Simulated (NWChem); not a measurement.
System: C₃H₃N₂, doublet; SMILES [c]1cn[nH]c1

NWChem printed, in part:

```
             Northwest Computational Chemistry Package (NWChem) 7.3.0
             --------------------------------------------------------

                             Geometry "geometry" -> ""
                             -------------------------

 Output coordinates in angstroms (scale by  1.889725989 to convert to a.u.)

  No.       Tag          Charge          X              Y              Z
 ---- ---------------- ---------- -------------- -------------- --------------
    1 C                    6.0000     1.22915500    -0.11578500     0.00000000
    2 C                    6.0000     0.52231500     1.06289400     0.00000000
    3 N                    7.0000    -0.77546700     0.66697900     0.00000000
    4 N                    7.0000    -0.93330900    -0.65265600     0.00000000
    5 C                    6.0000     0.29623500    -1.16177500     0.00000000
    6 H                    1.0000     0.82131900     2.10834300     0.00000000
    7 H                    1.0000    -1.59782100     1.25775500     0.00000000
    8 H                    1.0000     0.44754300    -2.23969200     0.00000000

 Effective nuclear repulsion energy (a.u.)     155.0670047386

                                 NWChem DFT Module
                                 -----------------

 Summary of "ao basis" -> "ao basis" (spherical)
 ------------------------------------------------------------------------------
       Tag                 Description            Shells   Functions and Types
 ---------------- ------------------------------  ------  ---------------------
 C                          def2-svp                 6       14   3s2p1d
 N                          def2-svp                 6       14   3s2p1d
 H                          def2-svp                 3        5   2s1p

 in cosmo_initialize ...
 calling solv_data for solv:ethanol

 solvent parameters
 solvname_short: ethanol
 solvname_long:  ethanol
 dielec:       24.8520
 dielecinf:     1.8526
 nonaqueous SMD model solvent descriptors
 dielec:       24.8520
 sola:          0.3700
 solb:          0.4800
 solc:          0.0000
 solg:         31.6200
 solh:          0.0000
 soln:          1.3611

          ---------------
          -cosmo- solvent
          ---------------
 Cosmo: York-Karplus, doi: 10.1021/jp992097l
 dielectric constant -eps-     =  24.85
 screen = (eps-1)/(eps    )    =   0.95976
 surface charge correction     = lagrangian

   van der Waals surface
 --------------------------

[...]

                                COSMO-SMD solvation results
                                ---------------------------

             internal energy in gas <Psi(g)|H|Psi(g)> =      -225.336555172125
         internal energy in solvent <Psi(s)|H|Psi(s)> =      -225.334417258583
                               delta internal energy  =         0.002137913543 (    1.34 kcal/mol)
   total free energy in solvent <Psi(s)|H+V/2|Psi(s)> =      -225.348268100876
 polarization energy contribution <Psi(s)|V/2|Psi(s)> =        -0.013850842293 (   -8.69 kcal/mol)
    total free energy in solvent including G(SMD-CDS) =      -225.345871348345
                       G(SMD-CDS) energy contribution =         0.002396752530 (    1.50 kcal/mol)
     1 M fixed-concentration free energy of solvation =        -0.009316176220 (   -5.85 kcal/mol)

                    DFT Final Alpha Molecular Orbital Analysis
                    ------------------------------------------

 Vector   16  Occ=1.000000D+00  E=-2.798103D-01
              MO Center=  5.0D-01, -3.3D-01, -1.2D-09, r^2= 2.6D+00
   Bfn.  Coefficient  Atom+Function         Bfn.  Coefficient  Atom+Function
  ----- ------------  ---------------      ----- ------------  ---------------
     4      0.487102  1 C  px                46     -0.360820  4 N  px
     7      0.319580  1 C  px                49      0.255564  4 N  px
     3      0.219844  1 C  s                 60     -0.199513  5 C  px
    45     -0.173316  4 N  s                 31      0.137026  3 N  s
    16     -0.134634  2 C  s                  2      0.122363  1 C  s

 Vector   17  Occ=1.000000D+00  E=-2.764015D-01
              MO Center=  2.2D-01, -2.0D-01,  3.7D-10, r^2= 2.2D+00
   Bfn.  Coefficient  Atom+Function         Bfn.  Coefficient  Atom+Function
  ----- ------------  ---------------      ----- ------------  ---------------
    34      0.397369  3 N  pz                62      0.353262  5 C  pz
     6      0.343511  1 C  pz                37     -0.314215  3 N  pz
    65      0.234898  5 C  pz                 9      0.232924  1 C  pz
    48     -0.036022  4 N  pz

 Vector   18  Occ=1.000000D+00  E=-2.671479D-01
              MO Center=  8.8D-02,  6.4D-02,  4.2D-11, r^2= 2.3D+00
   Bfn.  Coefficient  Atom+Function         Bfn.  Coefficient  Atom+Function
  ----- ------------  ---------------      ----- ------------  ---------------
    48      0.394028  4 N  pz                20      0.377758  2 C  pz
    51     -0.297768  4 N  pz                 6      0.266591  1 C  pz
    23      0.260903  2 C  pz                 9      0.182080  1 C  pz
    62     -0.161496  5 C  pz                65     -0.130386  5 C  pz
    34     -0.048078  3 N  pz                37      0.026033  3 N  pz

 Vector   19  Occ=0.000000D+00  E= 7.458498D-03
              MO Center= -1.3D-01,  1.6D-01, -7.0D-11, r^2= 2.5D+00
   Bfn.  Coefficient  Atom+Function         Bfn.  Coefficient  Atom+Function
  ----- ------------  ---------------      ----- ------------  ---------------
    23      0.503824  2 C  pz                37     -0.450630  3 N  pz
    51      0.448669  4 N  pz                48     -0.382378  4 N  pz
    20      0.374273  2 C  pz                34      0.371329  3 N  pz
    65     -0.289356  5 C  pz                62     -0.234708  5 C  pz
     9     -0.172167  1 C  pz                 6     -0.116943  1 C  pz

[...]
```

Level: B3LYP/def2-SVP, spin-unrestricted, SMD on the gas-phase geometry. In the optimisation the excess spin sits in a' (Cs, its own frame). Coordinates come from a PBE0/def2-SVP, spin-unrestricted optimisation. No stability test was run on the SCF state. B3LYP is NWChem's, with the RPA form of VWN correlation. Solvent: ethanol.

**Question.** Which NWChem input produces such a log?

**Answer.** This is not unique; one that fits is the input that was run:
```
start job
memory heap 200 mb stack 900 mb global 1100 mb
geometry units angstroms noautosym nocenter noautoz
  C      1.229155    -0.115785     0.000000
  C      0.522315     1.062894     0.000000
  N     -0.775467     0.666979     0.000000
  N     -0.933309    -0.652656     0.000000
  C      0.296235    -1.161775     0.000000
  H      0.821319     2.108343     0.000000
  H     -1.597821     1.257755     0.000000
  H      0.447543    -2.239692     0.000000
end
basis spherical
  C library def2-svp
  N library def2-svp
  H library def2-svp
end
dft
  odft
  mult 2
  xc b3lyp
  iterations 150
end
cosmo
  do_cosmo_smd true
  solvent ethanol
end
task dft energy
```
